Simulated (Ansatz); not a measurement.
Geometry optimisation, RKS BLYP-D4/cc-pVDZ (Ansatz 0.2.0).

The input (input.yaml):

```yaml
crystal:
  periodic: [false, false, false]
  atoms:
    - { symbol: Al, position_ang: [0.0, 0.0, 0.0] }
    - { symbol: "N", position_ang: [0.0, 0.0, 1.92] }
    - { symbol: H, position_ang: [-0.877, -0.2713, 2.45] }
    - { symbol: H, position_ang: [0.877, 0.2713, 2.45] }
    - { symbol: Cl, position_ang: [1.9312, 0.0, -1.115] }
    - { symbol: O, position_ang: [-1.5415, 0.0, -0.89] }
    - { symbol: H, position_ang: [-2.0512, -0.8467, -0.6815] }
basis:
  gaussian: { orbitals: cc-pVDZ }
hamiltonian:
  xc: blyp
  dispersion: d4
relax:
  f_tol: 0.02
  max_steps: 40
```

Command:

```bash
$ ansatz run input.yaml --threads 1 --pin off --max-ram 2048MiB --backend cpu --events-out ev --progress --plain --runs-dir out
```

Q: Where does it end, and by what steps?

A: The run converged. After 8 steps the energy has fallen by 0.507 eV; O6 moved furthest, 0.44 Å.

```json
{"step": "0", "energy less start (eV)": "0.0000", "largest force component (eV/Å)": "1.699", "accepted": "yes"}
{"step": "1", "energy less start (eV)": "-0.3362", "largest force component (eV/Å)": "1.132", "accepted": "yes"}
{"step": "2", "energy less start (eV)": "-0.4339", "largest force component (eV/Å)": "1.058", "accepted": "yes"}
{"step": "3", "energy less start (eV)": "-0.3894", "largest force component (eV/Å)": "1.905", "accepted": "no"}
{"step": "4", "energy less start (eV)": "-0.4710", "largest force component (eV/Å)": "0.989", "accepted": "yes"}
{"step": "5", "energy less start (eV)": "-0.4964", "largest force component (eV/Å)": "0.310", "accepted": "yes"}
{"step": "6", "energy less start (eV)": "-0.5032", "largest force component (eV/Å)": "0.123", "accepted": "yes"}
{"step": "7", "energy less start (eV)": "-0.5061", "largest force component (eV/Å)": "0.072", "accepted": "yes"}
{"step": "8", "energy less start (eV)": "-0.5070", "largest force component (eV/Å)": "0.010", "accepted": "yes"}
```

```xyz
7
Properties=species:S:1:pos:R:3
Al 0.020 -0.094 0.034
N 0.007 -0.025 1.818
H -0.809 -0.143 2.423
H 0.844 0.148 2.379
Cl 1.877 0.213 -0.977
O -1.364 -0.393 -0.974
H -2.236 -0.552 -0.569
```

Whether the end is a true minimum wasn't checked by a vibrational analysis.

The run took 29 s on 1 thread of Intel(R) Xeon(R) Platinum 8259CL CPU @ 2.50GHz (Skylake/Cascade Lake) (shared host), peak memory 0.16 GiB.
